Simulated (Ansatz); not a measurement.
Input and output for cyclo-(F2SiSe)3 (Si₃Se₃F₆).

```yaml
crystal:
  periodic: [false, false, false]
  atoms:
    - {symbol: Si, position_ang: [0.115763, 1.950319, 0.042015]}
    - {symbol: F, position_ang: [0.512041, 3.521428, -0.028729]}
    - {symbol: F, position_ang: [-1.414062, 1.820429, 0.564695]}
    - {symbol: Se, position_ang: [1.549871, 1.039434, 1.561998]}
    - {symbol: Si, position_ang: [0.621720, -1.042488, 1.532479]}
    - {symbol: F, position_ang: [1.428247, -1.883746, 2.660451]}
    - {symbol: F, position_ang: [-0.941915, -0.966684, 1.956358]}
    - {symbol: Se, position_ang: [0.861119, -2.241402, -0.391641]}
    - {symbol: Si, position_ang: [-0.481794, -0.908172, -1.662804]}
    - {symbol: F, position_ang: [-0.563780, -1.641238, -3.107244]}
    - {symbol: F, position_ang: [-1.971853, -0.841328, -1.025912]}
    - {symbol: Se, position_ang: [0.284634, 1.193447, -2.101645]}
basis:
  gaussian: {orbitals: STO-3G}
magnetization: {spin_polarized: true, initial_magnetization: 0}
hamiltonian: {xc: {name: LC-wPBE}, pseudopotentials: {relativity: scalar}}
output: {forces: true}
```

```sh
$ ansatz run in.yaml --threads 2 --pin off --events-out ev --progress --plain --max-ram 32768MiB --backend cpu
```

Shortened log:

```
Functional definition: LC-wPBE
1273 factors; integrals over basis functions are off by at most 2.4e-5 eV
427 factors; integrals over basis functions are off by at most 6.3e-7 eV
mean field evaluation 1: about -235055.4085 eV, gradient 4.0e1 eV
mean field evaluation 2: about -235064.6053 eV, gradient 2.6e1 eV
mean field evaluation 4: about -235068.6687 eV, gradient 3.6e-1 eV
mean field evaluation 8: about -235068.6667 eV, gradient 1.5e-2 eV
mean field -235068.66672205 eV, -8638.6141667703 hartree, gradient 1.3e-5 eV, S^2 0.000000; 0 other end points of the search recorded, 0 dependent functions left out
reference -235068.66672205 eV, -8638.6141667704 hartree; 99, 99 occupied and 12, 12 virtual orbitals, 1273 factors
Total energy: -235068.66672205 eV, -8638.6141667704 hartree
Relativity: scalar
Atom 0 at     0.115763     1.950319     0.042015 Å, force     0.910837     0.400412    -0.297042 eV/Å
Atom 1 at     0.512041     3.521428    -0.028729 Å, force    -0.245921     0.166212     0.091586 eV/Å
Atom 2 at    -1.414062     1.820429     0.564695 Å, force    -0.112706    -0.042974     0.037450 eV/Å
Atom 3 at     1.549871     1.039434     1.561998 Å, force    -0.813506    -0.429762    -0.588014 eV/Å
Atom 4 at     0.621720    -1.042488     1.532479 Å, force     1.013243    -0.219847     0.009952 eV/Å
Atom 5 at     1.428247    -1.883746     2.660451 Å, force    -0.202492    -0.087591     0.218703 eV/Å
Atom 6 at    -0.941915    -0.966684     1.956358 Å, force    -0.124129     0.023885     0.004091 eV/Å
Atom 7 at     0.861119    -2.241402    -0.391641 Å, force    -0.526218     0.930791     0.220655 eV/Å
Atom 8 at    -0.481794    -0.908172    -1.662804 Å, force     0.785849    -0.191878    -0.647783 eV/Å
Atom 9 at    -0.563780    -1.641238    -3.107244 Å, force    -0.296572    -0.076121    -0.053504 eV/Å
Atom 10 at    -1.971853    -0.841328    -1.025912 Å, force    -0.099564     0.021126     0.074749 eV/Å
Atom 11 at     0.284634     1.193447    -2.101645 Å, force    -0.288821    -0.494252     0.929156 eV/Å
Dipole moment:    -0.460252     0.002440     0.159080 e Å
```

Run time 8.5 s (2 threads of AMD EPYC 7R13 on a shared host), peak host memory 0.55 GiB.

LC-ωPBE has ω = 0.4 bohr⁻¹.
